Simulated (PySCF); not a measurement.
Compound: salicylaldehyde, C7H6O2.
Cartesian coordinates in Å at the PBE0-D3(BJ)/def2-TZVP level; atoms count from 1:
```
atom  x, y, z in Å
O1     2.4152    0.4700   -1.7272
C2     1.5665   -0.3799   -1.4995
C3     0.4990   -0.2285   -0.5375
C4    -0.4279   -1.2578   -0.3434
C5    -1.4474   -1.1236    0.5705
C6    -1.5448    0.0603    1.3055
C7    -0.6453    1.0926    1.1358
C8     0.3903    0.9630    0.2108
O9     1.2516    1.9604    0.0515
H10    1.5896   -1.3391   -2.0501
H11   -0.3253   -2.1656   -0.9301
H12   -2.1645   -1.9203    0.7202
H13   -2.3455    0.1746    2.0279
H14   -0.7212    2.0103    1.7057
H15    1.8969    1.6735   -0.6390
```

The closed-shell ground state was solved at several levels (PySCF, density fitting, gas phase, non-relativistic). Isolated species at its PBE0-D3(BJ)/def2-TZVP geometry (one conformer only).

| level | basis functions | HOMO (eV) | LUMO (eV) | gap (eV) | dipole (D) |
| --- | --- | --- | --- | --- | --- |
| B97-2/pcSseg-2 | 408 | -6.72 | -2.11 | 4.61 | 3.10 |
| KT3/pcSseg-2 | 408 | -5.97 | -2.88 | 3.09 | 2.91 |
| wB97X-D/pcSseg-2 | 408 | -8.66 | -0.36 | 8.30 | 3.16 |

Task: What might PBE0/pcSseg-2 (408 basis functions) give for the same quantities?

Result: HOMO -6.96 eV, LUMO -2.08 eV, gap 4.88 eV, dipole 3.11 D.

Task: Over all these levels, which gives the widest orbital gap and which the narrowest?

Result: wB97X-D/pcSseg-2 (range-separated hybrid) has the widest, 8.30 eV, and KT3/pcSseg-2 (GGA) the narrowest, 3.09 eV. From the narrowest to the widest the HOMO moves by -2.69 eV and the LUMO by +2.52 eV.

Task: In the pcSseg-2 basis, how does the gap go with the fixed share of exact exchange?

Result: KT3 (0 %) 3.09 eV; B97-2 (21 %) 4.61 eV; PBE0 (25 %) 4.88 eV. Each rise in the share widens the gap here.

Task: How far do the dipole and the HOMO energy spread over the levels?

Result: The dipole runs from 2.91 to 3.16 D (mean 3.07 D) and the HOMO from -8.66 to -5.97 eV.
